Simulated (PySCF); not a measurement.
C₄H₉S, SMILES [CH2]C(C)(C)S, doublet (PBE0/def2-SVP optimised geometry):

```
14

C      0.641     0.770    -1.251
C      0.210     0.112     0.000
C      0.714     0.835     1.243
C      0.587    -1.368     0.028
S     -1.674     0.112     0.000
H      0.764     1.857    -1.287
H      0.594     0.226    -2.198
H      1.816     0.798     1.279
H      0.316     0.371     2.157
H      0.414     1.894     1.239
H      0.187    -1.861     0.927
H      1.684    -1.469     0.034
H      0.200    -1.894    -0.858
H     -1.816     1.456     0.000
```

Calculation: unrestricted PBE0/def2-TZVP run with PySCF.

Problem. What are the frontier orbital energies (α orbitals alone; a β orbital can be the lowest empty one) and the dipole moment?

Solution. HOMO-2 -9.39 eV, HOMO-1 -7.18 eV, HOMO -5.90 eV, LUMO 0.37 eV, LUMO+1 1.25 eV; dipole moment 1.35 D.

On the same geometry unrestricted PBE/def2-TZVP (PySCF) gives HOMO-2 -8.05 eV, HOMO-1 -5.95 eV, HOMO -4.60 eV, LUMO -0.60 eV, LUMO+1 0.32 eV; dipole moment 1.20 D.

Meta-Löwdin charges at PBE0/def2-TZVP: C1 -0.27, C2 0.04, C3 -0.34, C4 -0.34, S5 -0.12, H6 0.12, H7 0.12, H8 0.11, H9 0.12, H10 0.11, H11 0.12, H12 0.12, H13 0.12, H14 0.09.
